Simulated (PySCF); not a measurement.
## Electron correlation in Ar²⁺ (argon, charge +2)

[Ne] 3s2 3p4, high-spin 3P determinant. Computed with PySCF 2.14 in 6-31G* (4s3p1d, 18 functions), with the non-relativistic Hamiltonian (point nucleus). Frozen: [Ne]; 6 electrons correlated.

MP2 pair energies summed by pair of shells (mhartree):

```json
{"pair": "3p-3p", "energy": "-44.21", "share (%)": "49.6"}
{"pair": "3s-3p", "energy": "-38.12", "share (%)": "42.7"}
{"pair": "3s-3s", "energy": "-6.87", "share (%)": "7.7"}
```

Total MP2 correlation energy: -89.19 mhartree.

Same-spin part -21.49 and opposite-spin part -67.70 mhartree; SCS-MP2 scales them by 1/3 and 6/5 to -88.40 mhartree.

```tsv
level	correlation energy (mhartree)
CCSD	-108.45
(T)	-1.01
CCSD(T)	-109.46
```

Diagnostics: T1 = 0.0055, D1 = 0.0187, largest double amplitude 0.050.

Task: Is a single reference adequate?

Result: Yes: T1 lies below 0.03 and no double amplitude reaches 0.07.
